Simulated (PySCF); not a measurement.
GeH4MgO, SMILES [OH][Mg][GeH3].

Geometry: PBE0-D3(BJ)/def2-TZVP. The values are those of a single conformer.

Computed with PBE/def2-TZVPD in PySCF.

The molecule is in vacuum.

Computed frontier levels, gap, dipole moment and polarisability:
| Property | Value |
|---|---|
| highest occupied level | -6.32 eV |
| lowest empty level | -1.77 eV |
| orbital gap | 4.55 eV |
| dipole moment | 0.84 D |
| quadrupole, principal values (traceless, Buckingham form, about the centre of nuclear charge) | -5.48, 2.74, 2.74 D·Å |
| mean static polarisability | 74.4 bohr³ (11.03 Å³) |
| polarisability, principal values | 64.6, 64.6, 94.1 bohr³ |
